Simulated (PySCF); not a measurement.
**Excitation energy of Dy by level of theory**

Dy [Xe] 4f10 6s2 (high-spin determinant) → Dy [Xe] 4f10 6s1 6p1 (high-spin determinant), as a difference of total energies. Computed with PySCF 2.14 in cc-pVDZ-X2C, with scalar relativity by spin-free X2C-1e. Correlated levels: valence: [Kr] 4d10 frozen; valence and next inner shell: [Ar] 3d10 frozen. The calculations carry no spin-orbit coupling.

```
                                method  excitation energy (eV)
                                   UHF                   1.125
                                   LDA                   2.211
                                   PBE                   2.017
                                  PBE0                   1.873
                                r2SCAN                   1.709
                         MP2 (valence)                   2.028
                     SCS-MP2 (valence)                   2.077
    MP2 (valence and next inner shell)                   2.046
SCS-MP2 (valence and next inner shell)                   2.083
```

Question: How much does correlation contribute at MP2 (valence and next inner shell)?

Answer: 2.046 − (1.125) = 0.921 eV, measured against UHF.

A first-order spin-orbit estimate (lowest level to lowest level, LS coupling) adds 0.064 eV.

The basis was made for the ground configuration and has no added diffuse functions, so the excitation energy can come out too high.

The determinant of the upper state and of the lower state mixes LS terms, which raises its energy above the lowest term, most at the Hartree-Fock and MP2 levels.
